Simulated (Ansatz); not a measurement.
Compare A (`C[C](=N)[GeH3]`) with its isomer B (`C[N]1[CH2][GeH2]1`).

Gas-phase electronic energies from Ansatz, PBE0-D4/def2-TZVP geometries. CBS: MP2 limit from def2 TZ/QZ plus the TZ coupled-cluster correction, frozen cores. DFT in def2-TZVPP. B3LYP here is the variant with VWN-RPA as its local correlation; programs differ in this. For Ge outer-core shells are correlated without core-valence functions, which leaves a few kJ/mol of doubt a bond. Scalar relativity is left out up to krypton. One conformer a species, not always the lowest.

Question: Which is lower in electronic energy at CCSD(T)/CBS, and by how much? (An estimate is asked.)

Answer: The calculation gave: A, by 90.7 kJ/mol.

Question: Give E(B) − E(A) in kJ/mol with PBE-D4, B3LYP, CCSD(T)/def2-TZVPP, ωB97M-V, B3LYP-D4, MP2/def2-TZVPP, CCSD/def2-TZVPP. (Best estimate.)

Answer: Ansatz gave: PBE-D4 88.6, B3LYP 104.4, CCSD(T)/def2-TZVPP 97.0, ωB97M-V 97.1, B3LYP-D4 103.6, MP2/def2-TZVPP 84.3, CCSD/def2-TZVPP 100.0. None reverses the order clearly.

Largest T1 diagnostic: 0.012.

In def2-TZVPP, CCSD(T) changes the Hartree–Fock value by −30.7 kJ/mol (the triples alone add −3.0 kJ/mol) and MP2 by −43.3 kJ/mol.
